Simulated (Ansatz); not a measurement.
A structure relaxed at PBE0-D4/def2-TZVP, charge 0, multiplicity 1:

```csv
atom,x (Å),y (Å),z (Å)
C1,0.633,1.394,-0.213
N2,0.192,-0.001,-0.072
Si3,0.616,-0.823,1.371
N4,0.126,0.087,2.724
Cl5,2.658,-1.001,1.609
Si6,-0.444,-0.775,-1.463
N7,-1.691,0.170,-2.133
Cl8,0.938,-0.921,-2.988
H9,-0.022,1.927,-0.905
H10,0.598,1.898,0.754
H11,1.657,1.449,-0.595
H12,0.078,-2.195,1.256
H13,-0.843,0.307,2.885
H14,0.663,0.071,3.574
H15,-0.789,-2.155,-1.065
H16,-1.847,0.183,-3.127
H17,-2.525,0.384,-1.611
```

(1) Give its formula and SMILES.

(2) Point group (tolerance 0.08 Å, 0.16 Å for H)?

(3) Summarise the bond lengths by kind.

Answers

(1) CH9Cl2N3Si2, `CN([Si@H](N)Cl)[Si@@H](N)Cl`.

(2) Cs.

(3) 1 × C–N 1.470 Å; 3 × C–H 1.091 to 1.094 Å; 4 × N–Si 1.702 to 1.714 Å; 2 × Cl–Si 2.063 Å; 2 × H–Si 1.478 Å; 4 × H–N 1.006 to 1.007 Å.

All numbers were calculated with Ansatz.
